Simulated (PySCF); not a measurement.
From one molecule to another.

First species: C₃H₁₀F₂N₂Si.
Numbering: `[NH2:1][SiH:2]([NH2:3])[C@H:4]([F:5])[CH2:6][CH2:7][F:8]` (hydrogens: H9, H10 on N1; H11 on Si2; H12, H13 on N3; H14 on C4; H15, H16 on C6; H17, H18 on C7)

Structure used (GFN2-xTB), in Å, numbered top down from 1:
```xyz
18
C3H10F2N2Si angstrom
N     -1.5371    1.1131   -0.9401
Si    -1.1580   -0.4682   -0.3700
N     -2.4318   -1.1690    0.5508
C      0.3212   -0.5828    0.8737
F      0.1615    0.4054    1.8547
C      1.7192   -0.4345    0.2893
C      1.9291    0.8857   -0.4367
F      1.3970    0.8438   -1.7069
H     -0.9593    1.5100   -1.6635
H     -1.7971    1.8261   -0.2754
H     -0.8750   -1.3015   -1.5316
H     -3.3592   -1.1625    0.1608
H     -2.4741   -0.9978    1.5422
H      0.2768   -1.5282    1.4252
H      2.4573   -0.4929    1.0938
H      1.8913   -1.2573   -0.4047
H      2.9937    1.1076   -0.5610
H      1.4359    1.7093    0.0877
```

Second species: C5H9N2P.
Z-matrix (Å and degrees, GFN2-xTB geometry), rows numbered from 1:
```
C 
C   1  1.4901
N   2  1.3072  1  119.97
N   3  1.3254  2  111.20  1  -180.00
C   4  1.4365  3  118.29  2   180.00
C   4  1.3475  3  116.31  2     0.02
C   6  1.4880  4  120.44  3   179.95
P   6  1.7328  4  111.53  3    -0.01
H   1  1.0893  2  110.39  3   120.46
H   1  1.0870  2  109.46  3     0.07
H   1  1.0893  2  110.41  3  -120.32
H   5  1.0918  4  110.81  3   119.67
H   5  1.0919  4  110.82  3  -119.31
H   5  1.0876  4  107.34  3     0.19
H   7  1.0870  6  109.62  4   179.94
H   7  1.0913  6  110.90  4   -60.10
H   7  1.0913  6  110.88  4    60.01
```

Levels: CAM-B3LYP/def2-SVPD for HOMO energy, LUMO energy, HOMO–LUMO gap and static isotropic polarisability; TDDFT CAM-B3LYP/def2-SVPD for lowest singlet excitation; TDA CAM-B3LYP/def2-SVPD for lowest triplet excitation (Tamm–Dancoff). Geometries: GFN2-xTB. Each structure is a single optimised conformer of the isolated species, non-relativistic unless stated; the electronic structure was computed with PySCF and density fitting.

Values for the first species:

- HOMO energy: -8.58 eV
- LUMO energy: 1.06 eV
- HOMO–LUMO gap: 9.64 eV
- Lowest singlet excitation: 6.53 eV
- Lowest triplet excitation (Tamm–Dancoff): 6.22 eV
- Static isotropic polarisability: 78.6 au

Estimate the same properties for the second species, and the change in each.

| property | first | second | second less first |
| --- | --- | --- | --- |
| HOMO energy | -8.58 eV | -7.61 eV | +0.97 eV |
| LUMO energy | 1.06 eV | 0.81 eV | -0.25 eV |
| HOMO–LUMO gap | 9.64 eV | 8.42 eV | -1.22 eV |
| lowest singlet excitation | 6.53 eV | 5.49 eV | -1.04 eV |
| lowest triplet excitation (Tamm–Dancoff) | 6.22 eV | 3.74 eV | -2.48 eV |
| static isotropic polarisability | 78.6 au | 97.6 au | +19.0 au |

On the first: The polarisability is 11.64 Å³ as a volume (1 au = 0.148185 Å³), or 1.06 au for each of the 74 electrons. The 8 singlets span 6.53 to 8.27 eV, and their oscillator strengths add up to 0.16.

On the second: No computed singlet falls in the visible range (750 to 380 nm, 1.65 to 3.26 eV); S1 lies 2.23 eV above its blue end. The vertical singlet–triplet gap S1 − T1 is 1.75 eV (TDDFT singlet less Tamm–Dancoff triplet; S1: HOMO→LUMO, weight 0.91; T1: HOMO→LUMO, weight 0.91).
